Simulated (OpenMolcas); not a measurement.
## Mn3+ in a point-charge field

Mn3+ among 4 point charges of -2.5 e arranged as a tetrahedron (Td), 1.69 Å from the ion.

```json
{"Program": "OpenMolcas 26.06", "Method": "CASSCF", "Basis": "ANO-RCC-VDZP [5s4p2d1f]", "Scalar Hamiltonian": "DKH2, point nucleus", "Active space": "4 electrons in 5 orbitals (3d)", "State averaging": "2S+1 = 5 even, 5 roots; 2S+1 = 3 even, 45 roots; 2S+1 = 1 even, 50 roots", "Spin-orbit coupling": "state interaction with AMFI integrals over the reference wave functions"}
```

The lowest spin-free states (labels of Td), above the lowest:

```tsv
State	Degeneracy	E (cm-1)	Free-ion L (%)
5T2	3	0.0	D (100)
5E	2	3334	D (100)
3T1	3	21202	H (73)
3T2	3	22597	H (88)
3T1	3	23990	H (70)
3E	2	25183	H (93)
3T1	3	26644	P (67)
3T2	3	27007	G (51)
3T1	3	28639	F (46)
3A2	1	29108	F (100)
3T2	3	29246	F (50)
1A1	1	29482	I (54)
3E	2	30340	G (91)
1T1	3	31773	I (71)
3A1	1	32343	G (100)
3T1	3	32503	G (67)
1T2	3	33963	I (97)
1E	2	35494	G (59)
1A1	1	36326	I (45)
1A2	1	36848	I (99)
```

The lowest levels with spin-orbit coupling:

```tsv
E (cm-1)	Degeneracy	Label	2S+1
0.0	1	A1	5
35.4	3	T1	5
68.0	3	T2	5
312.9	2	E	5
334.8	3	T1	5
518.9	3	T2	5
3594	1	A2	5
3607	3	T2	5
3620	2	E	5
3631	3	T1	5
3641	1	A1	5
21085	1	A1	3
21318	3	T1	3
21547	2	E	3
21579	3	T2	3
22760	3	T1	3
22810	2	E	3
22914	3	T2	3
22969	1	A2	3
24181	2	E	3
```

Powder χT (cm3 K/mol): 0.111 at 2 K, 0.553 at 10 K, 1.45 at 50 K, 1.71 at 100 K, 2.07 at 200 K, 2.32 at 300 K. The effective moment at 300 K is 2.828 √(χT) = 4.31 μB.

The lowest level has 2S+1 = 5, for which the spin-only value is χT = S(S+1) / 2 = 3.000 cm3 K/mol (g = 2). The computed 2.322 at 300 K differs by -0.678, through orbital momentum, spin-orbit coupling and any other state in reach. With a threefold ground state the orbital momentum is unquenched, so the spin-only value is not expected to hold.

A least-squares ligand-field fit to the states below 45000 cm-1, each weighted by its degeneracy and with a free common offset, gives 10Dq = -3439 cm-1 (negative for this site), B = 1179 cm-1 and C = 4510 cm-1 (C/B = 3.83), with an rms deviation of 90 cm-1.

An orbital triplet at a regular site is open to Jahn-Teller coupling, which can distort the site and quench the lowest spin-orbit gaps and is left out. Without dynamic correlation the repulsion within the d shell is too large (B by tens of per cent), so at a given field states of lower spin stand too high. The ground term spreads over less than 5000 cm-1, several times less than with real ligands, so orbital moments are less quenched and χT lies further from the spin-only value than at real sites. This is an electrostatic model: the charges have no orbitals. No measured value stands beside these numbers.
